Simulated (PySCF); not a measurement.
F2H6Si3.

```xyz
11

F      0.0000    -1.3061     1.3678
Si     0.0000     0.0000     0.3874
F      0.0000     1.3061     1.3678
Si     2.0072     0.0000    -0.8360
Si    -2.0072     0.0000    -0.8360
H      2.0513     1.2118    -1.7009
H      2.0513    -1.2118    -1.7009
H      3.1767     0.0000     0.0841
H     -3.1767     0.0000     0.0841
H     -2.0513     1.2118    -1.7009
H     -2.0513    -1.2118    -1.7009
```

Geometry: TPSSh-D3(BJ)/def2-SVP.

These are B3LYP/pcSseg-1 in PySCF values and carry that method's errors. Non-relativistic, no solvent.

Computed absolute GIAO shielding of each atom: isotropic value and principal components (ppm):
| atom | σ(iso) | σ11 | σ22 | σ33 | span |
|---|---|---|---|---|---|
| F1 | 312.7 | 204.5 | 304.0 | 429.5 | 225.0 |
| Si2 | 284.7 | 225.5 | 265.7 | 362.8 | 137.3 |
| F3 | 312.7 | 204.5 | 304.0 | 429.5 | 225.0 |
| Si4 | 448.8 | 443.8 | 448.7 | 453.9 | 10.1 |
| Si5 | 448.8 | 443.8 | 448.7 | 453.9 | 10.1 |
| H6 | 28.2 | 25.3 | 26.3 | 32.8 | 7.4 |
| H7 | 28.2 | 25.3 | 26.3 | 32.8 | 7.4 |
| H8 | 27.9 | 24.9 | 25.7 | 33.2 | 8.3 |
| H9 | 27.9 | 24.9 | 25.7 | 33.2 | 8.3 |
| H10 | 28.2 | 25.3 | 26.3 | 32.8 | 7.4 |
| H11 | 28.2 | 25.3 | 26.3 | 32.8 | 7.4 |
